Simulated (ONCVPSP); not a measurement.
## Ta: excitation energies, all-electron against ONCV

tantalum, optimised norm-conserving Vanderbilt (ONCV), made with ONCVPSP 4.0.1 (revPBE, fully relativistic). Core [Kr] 4d10 4f14, reference 5s2 5p6 5d3 6s1 6p1. Waves: 5s+6s: rc 1.85 bohr, ncon 4, nbas 8, qcut 7.5 1/bohr, 2 projectors; 5p+6p: rc 2.45 bohr, ncon 5, nbas 9, qcut 4.3 1/bohr, 2 projectors; 5d: rc 2.90 bohr, ncon 5, nbas 10, qcut 4.9 1/bohr, 2 projectors, debl 2.5 Ha; f scattering state at 0.25 Ha: rc 3.10 bohr, ncon 3, nbas 6, qcut 3.6 1/bohr, 2 projectors, debl 0.9 Ha. Local part: polynomial inside 1.50 bohr (lpopt 5, dvloc0 2 Ha). Core correction: none.

Open shells are filled in proportion to 2j + 1.

Energies are relative to the spin-unpolarised reference configuration 5s2 5p6 5d3 6s1 6p1; without spin polarisation the order of configurations can differ from experiment.

| valence configuration | charge | ΔE all-electron (eV) | error AE − PS (meV) |
| --- | --- | --- | --- |
| 5s2 5p6 5d3 6s2 6p0 | 0 | -4.130 | +0.7 |
| 5s2 5p6 5d3 6s1 6p0 | +1 | 4.268 | +1.2 |
| 5s2 5p6 5d3 6s0 6p0 | +2 | 19.102 | +8.0 |
| 5s1 5p6 5d3 6s2 6p0 | +1 | 74.908 | -384 |

Levels in the configuration 5s2 5p6 5d3 6s1 6p0:

| level | all-electron (eV) | pseudo (eV) |
| --- | --- | --- |
| 5s j=1/2 | -79.974 | -79.987 |
| 5p j=3/2 | -44.108 | -44.115 |
| 5p j=1/2 | -52.840 | -52.848 |
| 5d j=5/2 | -10.158 | -10.162 |
| 5d j=3/2 | -10.798 | -10.803 |
| 6s j=1/2 | -11.517 | -11.514 |
